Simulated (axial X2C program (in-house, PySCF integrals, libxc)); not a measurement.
**IYbI⁺: the levels of the configuration f12 s0 d(πδ)1**

Calculated with an in-house all-electron X2C program for linear molecules (integrals from PySCF): two-component X2C with atomic mean-field Coulomb and Gaunt terms, basis I dyall-v3z, Yb dyall-v3z (cores contracted in-house). Orbitals come from Hartree–Fock averaged over the configuration Yb f12 s0 d(πδ)1; CI then distributes these electrons over the f, s, d(πδ) shells of Yb, the count in the first shell held.

I–Yb–I held linear, both bonds 2.715 Å (near the minimum of the configuration average).

Active spinors (ω > 0):

```json
{"shell": "f", "ω": "5/2", "ε (eV)": "-34.94", "character": "100% Yb f"}
{"shell": "f", "ω": "3/2", "ε (eV)": "-34.80", "character": "100% Yb f"}
{"shell": "f", "ω": "1/2", "ε (eV)": "-34.49", "character": "99% Yb f"}
{"shell": "f", "ω": "7/2", "ε (eV)": "-33.47", "character": "100% Yb f"}
{"shell": "f", "ω": "5/2", "ε (eV)": "-33.41", "character": "100% Yb f"}
{"shell": "f", "ω": "3/2", "ε (eV)": "-33.25", "character": "100% Yb f"}
{"shell": "f", "ω": "1/2", "ε (eV)": "-33.14", "character": "99% Yb f"}
{"shell": "s", "ω": "1/2", "ε (eV)": "-2.07", "character": "84% Yb s, 10% Yb d"}
{"shell": "d(πδ)", "ω": "1/2", "ε (eV)": "-6.46", "character": "58% Yb d, 36% Yb s"}
{"shell": "d(πδ)", "ω": "3/2", "ε (eV)": "-5.68", "character": "99% Yb d"}
{"shell": "d(πδ)", "ω": "5/2", "ε (eV)": "-5.50", "character": "100% Yb d"}
{"shell": "d(πδ)", "ω": "3/2", "ε (eV)": "-4.82", "character": "82% Yb d, 14% I p"}
```

Lowest levels of this model:

```csv
Ω,energy (cm⁻¹),g∥,configuration
9/2,0,11.95,100% f12 d(πδ)1
1/2,114,1.36,100% f12 d(πδ)1
3/2,255,4.09,100% f12 d(πδ)1
7/2,431,9.43,100% f12 d(πδ)1
5/2,450,6.82,100% f12 d(πδ)1
1/2,1679,1.08,100% f12 d(πδ)1
3/2,1751,3.31,100% f12 d(πδ)1
15/2,1881,16.02,100% f12 d(πδ)1
5/2,1888,5.72,100% f12 d(πδ)1
13/2,2109,13.63,100% f12 d(πδ)1
7/2,2217,8.05,100% f12 d(πδ)1
11/2,2290,11.28,100% f12 d(πδ)1
9/2,2459,8.95,100% f12 d(πδ)1
7/2,2718,7.66,100% f12 d(πδ)1
5/2,2855,5.68,100% f12 d(πδ)1
9/2,2965,11.25,100% f12 d(πδ)1
17/2,3023,19.99,100% f12 d(πδ)1
3/2,3058,3.81,100% f12 d(πδ)1
1/2,3219,1.43,100% f12 d(πδ)1
15/2,3252,17.68,100% f12 d(πδ)1
13/2,3535,15.39,100% f12 d(πδ)1
11/2,3570,13.28,100% f12 d(πδ)1
1/2,4029,0.78,100% f12 d(πδ)1
3/2,4195,2.78,100% f12 d(πδ)1
5/2,4495,5.18,100% f12 d(πδ)1
7/2,5038,7.72,100% f12 d(πδ)1
9/2,5180,10.66,100% f12 d(πδ)1
11/2,5314,13.34,100% f12 d(πδ)1
13/2,6472,15.86,100% f12 d(πδ)1
11/2,6916,11.90,100% f12 d(πδ)1
```

g∥ is the magnitude of 2⟨Lz + ge Sz⟩ for the +Ω component.

From Ω and g∥ of the lowest level, whose 2⟨Lz + ge Sz⟩ is positive, find ⟨Sz⟩ and ⟨Lz⟩ (ge = 2.0023).

Ω = ⟨Lz⟩ + ⟨Sz⟩ = 9/2 and ⟨Lz⟩ + ge⟨Sz⟩ = 5.975, so ⟨Sz⟩ = 1.47 and ⟨Lz⟩ = 3.03.

Occupations of the active spinors in the lowest level by ω, shell by shell in order of energy: -7/2: 0.01; -5/2: 0.92 0.12 0.00; -3/2: 1.00 0.99 0.94 0.01; -1/2: 1.00 0.97 0.00 0.01; 1/2: 1.00 1.00 0.00 0.04; 3/2: 1.00 1.00 0.00 0.00; 5/2: 1.00 1.00 0.00; 7/2: 1.00. The leading determinant has weight 0.87 among 46.

This point took 11 s on 1 thread of Arm Neoverse V2, with other jobs on the host.

Dynamic correlation is missing, so gaps between terms are too wide and other configurations may lie lower; the lowest level listed is that of this model, not necessarily the ground state. With the count in the first shell held, other counts are excluded: this configuration can lie several eV above the ground configuration of the molecule. At most 4 roots were kept for each Ω > 0 (twice that for Ω = 0) within 2.2 eV of the lowest, so higher up levels can be missing between those listed; levels with Ω > 0 are doubly degenerate and listed once, Ω = 0 levels singly. Some active spinors are only partly of the character that their shell is named for, so the shell names and counts are nominal. States that fill the shells left empty in the average are placed too high. The molecule was held linear; bending was not examined.
